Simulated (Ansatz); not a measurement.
Ge₆Te₆, relaxed as a singlet with RKS PBE-D4/def2-SVP in Ansatz, starting from the GFN1-xTB geometry. Force threshold 0.03 eV/Å.

In the def2 sets Te takes a core potential; there is no spin–orbit coupling. Another isomer (singlet) lies 0.41 eV lower at PBE0-D4/def2-TZVP; other spin states weren't run for this one.

Start:

```xyz
12

Ge   -1.418   -1.107    0.230
Ge    0.767   -1.543   -0.412
Ge    2.725    1.027   -0.478
Ge   -0.522    3.435    1.186
Ge    1.107   -3.104    1.367
Ge   -1.563    0.983   -2.236
Te   -1.902    1.474    0.360
Te    1.003    0.192   -2.286
Te   -2.802   -1.259   -1.851
Te   -1.354   -2.764    2.148
Te    2.142   -0.583    1.563
Te    1.818    3.249    0.412
```

(1) Estimate the energy that the relaxation releases and the steps that it takes.

(2) Does the start keep its bonding and symmetry?

(3) Predict the relaxed structure.

Answers

(1) 25.6 kcal/mol, in 11 steps; 35 s on 2 threads of AMD EPYC 7R13 on a shared host and a share (18 GiB) of an NVIDIA H100 80GB HBM3. No frequencies were taken in this run, so the end may be a saddle point.

(2) By distances, no bond broke or formed. The bond that changes most is Ge4–Te7, from 2.54 to 2.74 Å (atoms count from 1).

(3) 
```xyz
12

Ge   -1.542   -1.199    0.217
Ge    0.736   -1.606   -0.513
Ge    2.935    0.868   -0.435
Ge   -0.378    3.506    1.226
Ge    1.431   -3.117    1.467
Ge   -1.655    1.117   -2.280
Te   -2.025    1.467    0.429
Te    1.045    0.189   -2.417
Te   -2.990   -1.232   -1.946
Te   -1.198   -2.966    2.162
Te    1.644   -0.320    1.748
Te    1.997    3.293    0.343
```
Bond lengths: 15 × Ge–Te 2.54 to 2.86 Å; 2 × Ge–Ge 2.43 to 2.59 Å.
